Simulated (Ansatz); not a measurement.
Reaction (formal loss of a carbene): `C[CH](C)[Zn][F]` → `C[CH2][Zn][F]` + `[CH2]` (triplet)

Calculated with Ansatz (gas phase, PBE0-D4/def2-TZVP geometries, no zero-point term in ΔE). CCSD(T)/CBS is the MP2 limit (def2-TZVPP, def2-QZVPP) plus CCSD(T) − MP2 in def2-TZVPP, frozen cores. This one scheme is used for every species. Functionals use def2-TZVPP. B3LYP here is the variant with VWN-RPA as its local correlation; programs differ in this. HSE06 is defined as in plane-wave codes. Triplets are unrestricted, without spin–orbit coupling. For Zn outer-core shells are correlated without core-valence functions, which leaves a few kJ/mol of doubt a bond. Scalar relativity is left out up to krypton. One conformer a species, not always the lowest.

```csv
level,ΔE (eV),difference from CCSD(T)/CBS
LDA (SPW92),5.21,0.78
PBE-D4,4.50,0.07
revPBE-D4,4.38,-0.05
BLYP-D4,4.36,-0.07
r2SCAN-D4,4.20,-0.23
B97M-V,4.43,0.00
PBE0-D4,4.40,-0.03
B3LYP-D4,4.35,-0.08
r2SCANh-D4,4.18,-0.25
r2SCAN0-D4,4.15,-0.28
HSE06-D4,4.40,-0.03
BHLYP-D4,4.22,-0.21
CAM-B3LYP-D4,4.38,-0.05
ωB97X-V,4.53,0.10
ωB97M-V,4.45,0.02
B2PLYP,4.32,-0.11
PBE-QIDH,4.39,-0.04
PBE,4.43,0.00
revPBE,4.15,-0.28
PBE0,4.34,-0.09
B3LYP,4.23,-0.20
r2SCANh,4.15,-0.28
r2SCAN0,4.12,-0.31
HSE06,4.34,-0.09
BHLYP,4.13,-0.30
CAM-B3LYP,4.32,-0.11
LC-ωPBE,4.28,-0.15
RPA@PBE/def2-TZVPP,4.27,-0.16
HF/def2-SVP,2.95,-1.48
MP2/def2-SVP,4.40,-0.03
CCSD/def2-SVP,4.20,-0.23
CCSD(T)/def2-SVP,4.30,-0.13
HF/def2-TZVPP,2.85,-1.58
MP2/def2-TZVPP,4.46,0.03
CCSD/def2-TZVPP,4.20,-0.23
HF/def2-QZVPP,2.85,-1.58
MP2/def2-QZVPP,4.53,0.10
HF/CBS(def2),2.85,-1.58
MP2/CBS(def2),4.58,0.15
CCSD/CBS(def2),4.31,-0.12
CCSD(T)/CBS,4.43,0
```

Largest T1 diagnostic among the species: 0.015.

At CCSD(T), def2-SVP lies −0.13 eV from the extrapolated value and def2-TZVPP −0.11 eV. In def2-TZVPP, CCSD(T) changes the Hartree–Fock value by +1.47 eV (the triples alone add +0.13 eV) and MP2 by +1.62 eV. From PBE to PBE0 (25 % exact exchange), in def2-TZVPP and without D4, ΔE moves by −0.09 eV.
